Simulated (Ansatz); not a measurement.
Cost and result for the atomization energy of C2H7FSSi, SMILES `CSC(F)[SiH3]` (12 atoms, 11 bonds).

Z-matrix (Å, degrees):
```
C
S 1 1.801
H 1 1.091 2 111.0
H 1 1.090 2 106.9 3 -118.7
H 1 1.089 2 110.5 3 122.8
C 2 1.774 1 101.3 3 -62.2
Si 6 1.906 2 109.0 1 162.9
F 6 1.398 2 112.4 1 -75.0
H 6 1.096 2 109.0 1 42.7
H 7 1.483 6 109.5 2 45.5
H 7 1.484 6 108.4 2 165.7
H 7 1.484 6 108.4 2 -74.9
```

Charge 0, multiplicity 1. Geometry: relaxed with PBE0-D4/def2-TZVP. It is one conformer, not always the lowest. Program: Ansatz. All runs use 4 threads of an Arm Neoverse V1 on a shared host. Times are those of one run each, without the atoms' runs, and a repeat can differ threefold. Electronic energies, without spin–orbit coupling; frozen cores. CCSD(T)/CBS adds CCSD(T) − MP2 in def2-TZVPP to the MP2 limit, and its time is that of the two runs behind it. T1 = 0.012. B3LYP takes the VWN-RPA correlation (the form of Gaussian; ORCA's B3LYP/G).

CCSD(T)/CBS is a level of theory with its own doubt, some kJ/mol a heavy atom from the limit and from the frozen cores, so smaller differences don't rank the functionals.

| level | functions | wall time | atomization (kJ/mol) | difference from CCSD(T)/CBS | per bond |
| --- | --- | --- | --- | --- | --- |
| PBE-D4/def2-TZVPP (with forces) | 275 | 3 s | 4175.2 | 64.3 | 5.9 |
| PBE0-D4/def2-TZVPP | 275 | 3.8 s | 4110.4 | -0.5 | 0.0 |
| r2SCAN-D4/def2-TZVPP (with forces) | 275 | 6 s | 4121.5 | 10.6 | 1.0 |
| B3LYP-D4/def2-TZVPP (with forces) | 275 | 6 s | 4104.4 | -6.5 | -0.6 |
| B2PLYP/def2-TZVPP | 275 | 7 s | 4053.7 | -57.2 | -5.2 |
| ωB97X-V/def2-TZVPP | 275 | 9 s | 4133.8 | 22.9 | 2.1 |
| ωB97M-V/def2-TZVPP (with forces) | 275 | 13 s | 4127.4 | 16.5 | 1.5 |
| MP2/def2-QZVPP | 521 | 28 s | 4108.1 | -2.8 | -0.3 |
| CCSD(T)/def2-TZVPP | 275 | 4 min | 4000.3 | -110.6 | -10.1 |
| CCSD(T)/CBS(def2) | – | 4.4 min | 4110.9 | 0.0 | 0.0 |

The D4 term adds +41.6 kJ/mol with B3LYP and +21.8 kJ/mol with PBE0; it sums over pairs of atoms, weighted by their polarisabilities, and B3LYP, whose exchange is more repulsive, gets the larger term. In def2-TZVPP, CCSD(T) changes the Hartree–Fock value by +1002.1 kJ/mol (the triples alone add +58.7 kJ/mol) and MP2 by +1044.6 kJ/mol; breaking electron pairs costs correlation energy, which Hartree–Fock lacks. From PBE to PBE0 (25 % exact exchange), in def2-TZVPP and without D4, the atomization energy moves by −60.9 kJ/mol: exact exchange takes away binding that semilocal exchange gives to molecules.
